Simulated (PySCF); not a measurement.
H8Ge3, charge +1, doublet, geometry from GFN2-xTB (a state made from the parent by changing its charge; the spin is typed, not shown lowest); R2SCAN/3-21G (PySCF).

The PySCF input:
```python
from pyscf import gto, scf, dft

mol = gto.Mole()
mol.atom = '''
    Ge    1.785287    0.890571   -0.009609
    Ge    0.205232   -1.065078   -0.098941
    Ge   -1.986377    0.153011    0.106553
    H     3.141429    0.250813   -0.127214
    H     1.459561    1.790255   -1.168404
    H     1.576405    1.582741    1.307814
    H     0.438536   -2.083963    1.006909
    H     0.326116   -1.884307   -1.375543
    H    -2.092507    1.095638   -1.059005
    H    -1.975663    0.888124    1.417213
    H    -3.006428   -0.951417    0.062132
'''
mol.basis = '3-21g'
mol.charge = 1
mol.spin = 1
mol.verbose = 4
mol.build()

mf = dft.UKS(mol)
mf.xc = 'r2scan'
mf.kernel()
```

Output, abridged:

```
PySCF version 2.14.0

[INPUT] verbose = 4
[INPUT] num. atoms = 11
[INPUT] num. electrons = 103
[INPUT] charge = 1
[INPUT] spin (= nelec alpha-beta = 2S) = 1
[INPUT] symmetry False subgroup None
[INPUT] Mole.unit = angstrom
[INPUT] Symbol           X                Y                Z      unit          X                Y                Z       unit  Magmom
[INPUT]  1 Ge     1.785287000000   0.890571000000  -0.009609000000 AA    3.373703483746   1.682935284480  -0.018158378331 Bohr   0.0
[INPUT]  2 Ge     0.205232000000  -1.065078000000  -0.098941000000 AA    0.387832271997  -2.012705721300  -0.186971392491 Bohr   0.0
[INPUT]  3 Ge    -1.986377000000   0.153011000000   0.106553000000 AA   -3.753708510135   0.289148884046   0.201355987751 Bohr   0.0
[INPUT]  4 H      3.141429000000   0.250813000000  -0.127214000000 AA    5.936440449766   0.473967878481  -0.240399619210 Bohr   0.0
[INPUT]  5 H      1.459561000000   1.790255000000  -1.168404000000 AA    2.758170552096   3.383091643133  -2.207963562846 Bohr   0.0
[INPUT]  6 H      1.576405000000   1.582741000000   1.307814000000 AA    2.978973711395   2.990947016120   2.471410281872 Bohr   0.0
[INPUT]  7 H      0.438536000000  -2.083963000000   1.006909000000 AA    0.828712935762  -3.938119323727   1.902782242360 Bohr   0.0
[INPUT]  8 H      0.326116000000  -1.884307000000  -1.375543000000 AA    0.616269924839  -3.560824164601  -2.599399542563 Bohr   0.0
[INPUT]  9 H     -2.092507000000   1.095638000000  -1.059005000000 AA   -3.954265143735   2.070455751666  -2.001229414545 Bohr   0.0
[INPUT] 10 H     -1.975663000000   0.888124000000   1.417213000000 AA   -3.733461984437   1.678311124653   2.678144430173 Bohr   0.0
[INPUT] 11 H     -3.006428000000  -0.951417000000   0.062132000000 AA   -5.681325533224  -1.797917560255   0.117412463571 Bohr   0.0

nuclear repulsion = 739.959171093461
number of shells = 46
number of NR pGTOs = 186
number of NR cGTOs = 82
basis = 3-21g
ecp = {}

******** <class 'pyscf.dft.uks.UKS'> ********
method = UKS
initial guess = minao
damping factor = 0
level_shift factor = 0
DIIS = <class 'pyscf.scf.diis.CDIIS'>
diis_start_cycle = 1
diis_space = 8
diis_damp = 0
SCF conv_tol = 1e-09
SCF conv_tol_grad = None
SCF max_cycles = 50
direct_scf = True
direct_scf_tol = 1e-13
number electrons alpha = 52  beta = 51
XC library pyscf.dft.libxc version 7.1.2
    S. Lehtola, C. Steigemann, M. J. T. Oliveira, and M. A. L. Marques,  SoftwareX 7, 1–5 (2018)
XC functionals = r2scan
    J. W. Furness, A. D. Kaplan, J. Ning, J. P. Perdew, and J. Sun,  J. Phys. Chem. Lett. 11, 8208–8215 (2020)
    J. W. Furness, A. D. Kaplan, J. Ning, J. P. Perdew, and J. Sun,  J. Phys. Chem. Lett. 11, 9248–9248 (2020)
    J. W. Furness, A. D. Kaplan, J. Ning, J. P. Perdew, and J. Sun,  J. Phys. Chem. Lett. 11, 8208–8215 (2020)
    J. W. Furness, A. D. Kaplan, J. Ning, J. P. Perdew, and J. Sun,  J. Phys. Chem. Lett. 11, 9248–9248 (2020)
radial grids:
    Treutler-Ahlrichs [JCP 102, 346 (1995); DOI:10.1063/1.469408] (M4) radial grids

becke partition: Becke, JCP 88, 2547 (1988); DOI:10.1063/1.454033
pruning grids: <function nwchem_prune>
grids dens level: 3
symmetrized grids: False
atomic radii adjust function: <function treutler_atomic_radii_adjust>
small_rho_cutoff = 0
Set gradient conv threshold to 3.16228e-05
tot grids = 140384
init E= -6199.72445284728

cycle= 1 E= -6204.95584030735  delta_E= -5.23  |g|= 0.0799  |ddm|= 1.87
cycle= 2 E= -6204.9576476105  delta_E= -0.00181  |g|= 0.0655  |ddm|= 0.254
cycle= 3 E= -6204.96170556903  delta_E= -0.00406  |g|= 0.00993  |ddm|= 0.127
cycle= 4 E= -6204.96179453158  delta_E= -8.9e-05  |g|= 0.00328  |ddm|= 0.0239
cycle= 5 E= -6204.9618067688  delta_E= -1.22e-05  |g|= 0.000774  |ddm|= 0.00768
cycle= 6 E= -6204.96180790675  delta_E= -1.14e-06  |g|= 0.000171  |ddm|= 0.00269
cycle= 7 E= -6204.96180795444  delta_E= -4.77e-08  |g|= 7.76e-05  |ddm|= 0.000675
cycle= 8 E= -6204.961807961  delta_E= -6.55e-09  |g|= 1.29e-05  |ddm|= 0.000186
cycle= 9 E= -6204.96180796124  delta_E= -2.4e-10  |g|= 3.66e-06  |ddm|= 4.44e-05
Extra cycle  E= -6204.96180796126  delta_E= -2.46e-11  |g|= 2.74e-06  |ddm|= 1.63e-05
converged SCF energy = -6204.96180796126  <S^2> = 0.75340481  2S+1 = 2.0034019
```
